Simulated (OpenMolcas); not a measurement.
## Au5+: moving or changing the point charges

Au5+ among 4 point charges of -2 e arranged as a tetrahedron (Td), 1.79 Å from the ion.
```
   1.0335    1.0335    1.0335  -2.00
   1.0335   -1.0335   -1.0335  -2.00
  -1.0335    1.0335   -1.0335  -2.00
  -1.0335   -1.0335    1.0335  -2.00
```

- Program: OpenMolcas 26.06
- Method: SS-CASPT2, IPEA 0.25 Eh, imaginary shift 0.1 Eh (closed shells correlated: 4f 5s 5p)
- Basis: ANO-RCC-VDZP [7s6p4d2f]
- Scalar Hamiltonian: DKH2, point nucleus
- Active space: 6 electrons in 5 orbitals (5d)
- State averaging: 2S+1 = 5 even, 5 roots; 2S+1 = 3 even, 45 roots; 2S+1 = 1 even, 50 roots
- Spin-orbit coupling: state interaction with AMFI integrals over the reference wave functions

Runs around this geometry, states (labels of Td). Energies in cm-1 above the lowest state or level, χT in cm3 K/mol.

```tsv
R (Å)	q (e)	Ground state	First state of that spin	First gap with spin-orbit (degeneracies)	χT at 300 K	First state of another spin
1.79	-1.3	5E	5T2 3030	130 (1, 2)	4.859	3T1 19220
1.64	-2	5E	5T2 6200	230 (1, 2)	3.940	3T1 16750
1.79	-2	5E	5T2 4330	190 (1, 2)	4.528	3T1 18300
1.95	-2	5E	5T2 2990	140 (1, 2)	4.858	3T1 19240
```

Taking the first state of the same spin as R^-n, n = -ln(2990 / 6200) / ln(1.95 / 1.64) = 4.2 between the shortest and longest distance.

Scaling the charges by -1.3 / -2 = 0.65 scales the first state of the same spin by 3030 / 4330 = 0.70; with fixed orbitals a first-order splitting would follow the charge.

Roots that are degenerate in the reference are averaged as groups; the widest CASPT2 spread within a group is 200 cm-1 (the 3-fold group of multiplicity 3 near 52500 cm-1 above the lowest state of its run, R = 1.95, q = -2). Shifts and gaps below about the spread of the groups concerned are not significant. An orbital doublet at a regular site is open to a Jahn-Teller distortion, which this geometry leaves out. Point charges give a weaker field than real ligands, and real ions of this kind are as a rule low spin; the high spin found here belongs to the model. Free-ion shares, where given, are those of the reference states; single-state CASPT2 does not remix them. Spin-orbit coupling mixes the spin-free states strongly: the lowest level takes only 54 % from its leading state, 5E (figures for R = 1.79, q = -1.3; the like holds for R = 1.64, q = -2, R = 1.79, q = -2, R = 1.95, q = -2). The ground term spreads over less than 5000 cm-1, several times less than with real ligands, so orbital moments are less quenched and χT lies further from the spin-only value than at real sites (holds for R = 1.79, q = -1.3; R = 1.79, q = -2; R = 1.95, q = -2). This is an electrostatic model: the charges have no orbitals. No measured value stands beside these numbers.
